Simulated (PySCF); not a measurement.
Job file and geometry (Å, from GFN2-xTB) of an NMR shielding run on `C[C+](C)/C=C/B(F)F`, [C$_{5}$H$_{8}$BF$_{2}$]+, GIAO PBE0/pcSseg-1 NMR shielding, non-relativistic, gas phase (PySCF); density fitting, a coarse starting grid and PySCF grid level 2 are the driver's defaults:

```
$ OMP_NUM_THREADS=1 python probes_run.py task.json out

{"job": {"kind": "nmr", "xc": "PBE0", "basis": "pcSseg-1"}, "charge": 1, "multiplicity": 1}
C     -1.618101    -1.402129    -0.079493
C     -0.836998    -0.200965     0.170869
C     -1.525222     1.064616     0.341754
C      0.580376    -0.342925     0.243414
C      1.481901     0.668771     0.286252
B      3.044437     0.404767     0.345695
F      3.512192    -0.812845     0.330391
F      3.894902     1.383142     0.420409
H     -1.194152    -1.988054    -0.900246
H     -2.673330    -1.206304    -0.251708
H     -1.523691    -2.070870     0.785738
H     -1.973119     1.350244    -0.619013
H     -0.901608     1.879199     0.695748
H     -2.391022     0.939783     0.998455
H      0.961404    -1.358275     0.227391
H      1.154433     1.700788     0.260417
```

**Question.** Write the output of this run.

**Answer.** 
```
coarse grid: 13648 points
cycle   1  E = -419.0470129914  dE =  1.236e+00  |g| = 6.770e-01  |ddm| = 3.522e+00
cycle   2  E = -418.9740865766  dE =  7.293e-02  |g| = 9.829e-01  |ddm| = 1.180e+00
cycle   3  E = -419.1320893163  dE = -1.580e-01  |g| = 6.265e-02  |ddm| = 6.457e-01
cycle   4  E = -419.1324707492  dE = -3.814e-04  |g| = 4.617e-02  |ddm| = 8.027e-02
cycle   5  E = -419.1330029243  dE = -5.322e-04  |g| = 1.674e-02  |ddm| = 4.930e-02
cycle   6  E = -419.1330718316  dE = -6.891e-05  |g| = 2.105e-03  |ddm| = 1.266e-02
cycle   7  E = -419.1330726998  dE = -8.681e-07  |g| = 5.211e-04  |ddm| = 1.531e-03
final grid: 133432 points
cycle   8  E = -419.1899248943  dE = -7.604e-05  |g| = 6.621e-03  |ddm| = 3.263e-02
cycle   9  E = -419.1899258957  dE = -1.001e-06  |g| = 6.311e-03  |ddm| = 1.040e-02
cycle  10  E = -419.1899361547  dE = -1.026e-05  |g| = 6.958e-04  |ddm| = 5.386e-03
cycle  11  E = -419.1899362335  dE = -7.879e-08  |g| = 4.280e-04  |ddm| = 9.468e-04
cycle  12  E = -419.1899362826  dE = -4.908e-08  |g| = 7.814e-05  |ddm| = 3.607e-04
cycle  13  E = -419.1899362836  dE = -1.027e-09  |g| = 2.779e-05  |ddm| = 6.931e-05
cycle  14  E = -419.1899362837  dE = -1.272e-10  |g| = 4.344e-06  |ddm| = 1.831e-05
converged SCF energy = -419.1899362837

GIAO shielding tensors (ppm)
atom      isotropic    diamagn.    paramagn.     s11        s22        s33       span
  0 C      140.534     250.063    -109.529    107.282    149.627    164.692     57.410
  1 C      -96.624     264.990    -361.614   -257.175   -190.758    158.062    415.237
  2 C      147.278     250.177    -102.898    107.467    165.697    168.670     61.203
  3 C       27.129     259.440    -232.310    -83.369     15.310    149.447    232.816
  4 C       -3.897     258.939    -262.836   -113.150    -72.026    173.485    286.635
  5 B       79.994     193.963    -113.970     70.140     81.405     88.435     18.295
  6 F      245.075     468.624    -223.548     60.747    289.575    384.905    324.158
  7 F      224.897     463.113    -238.216     42.767    265.027    366.896    324.129
  8 H       27.720      28.763      -1.042     24.111     26.778     32.272      8.161
  9 H       27.863      28.502      -0.639     24.112     28.251     31.227      7.114
 10 H       27.782      27.454       0.328     24.146     26.334     32.867      8.720
 11 H       28.027      27.914       0.114     24.242     26.378     33.463      9.221
 12 H       27.700      30.807      -3.107     23.208     27.794     32.097      8.889
 13 H       27.682      27.339       0.343     23.850     27.069     32.127      8.277
 14 H       23.136      34.208     -11.072     19.189     21.006     29.213     10.024
 15 H       22.643      32.905     -10.262     16.809     22.702     28.417     11.608
```

Size and cost of the density-fitted run: 176 basis functions, 22 s wall time on 1 thread of an Arm Neoverse V1, shared host; peak memory 0.79 GiB.
